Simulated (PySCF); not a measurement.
C2H3ClF2Si, SMILES F/C=C(/F)[SiH2]Cl.

Geometry optimised at PBE0-D3(BJ)/def2-SVP. The structure was generated by enumeration; whether it is a known compound was not checked. One conformer was computed; it need not be the lowest.

Two levels are set side by side: TDDFT-PBE/def2-SVPD (PySCF) and TDDFT-CAM-B3LYP/def2-SVPD (PySCF). Vertical, same geometry. The lowest singlet is HOMO→LUMO 76 %, HOMO→LUMO+1 13 % with PBE and HOMO→LUMO 96 % with the other functional; states are paired by order. Differences are taken from unrounded values.

```json
[
 {"quantity": "lowest singlet excitation (eV)", "TDDFT-CAM-B3LYP": "6.35"},
 {"quantity": "lowest triplet excitation (TDA) (eV)", "TDDFT-CAM-B3LYP": "3.86"},
 {"quantity": "first bright state (f over 0.05) (eV)", "TDDFT-CAM-B3LYP": "6.35"},
 {"quantity": "its oscillator strength", "TDDFT-CAM-B3LYP": "0.28"}
]
```

Q: What does TDDFT-PBE give, and how far is it from TDDFT-CAM-B3LYP? (The exact figures need the calculation; the answer reports its results.)

A: 
| quantity | TDDFT-PBE | TDDFT-PBE minus TDDFT-CAM-B3LYP |
|---|---|---|
| lowest singlet excitation (eV) | 5.46 | -0.89 |
| lowest triplet excitation (TDA) (eV) | 3.82 | -0.04 |
| first bright state (f over 0.05) (eV) | 5.46 | -0.89 |
| its oscillator strength | 0.13 | -0.14 |

A lower first singlet is the usual sign of a functional without exact exchange. Differences between two approximate levels are no errors against the true value.

Rough cost on one machine, each run with all the roots and properties that it gave: TDDFT-CAM-B3LYP against TDDFT-PBE about 7 times.
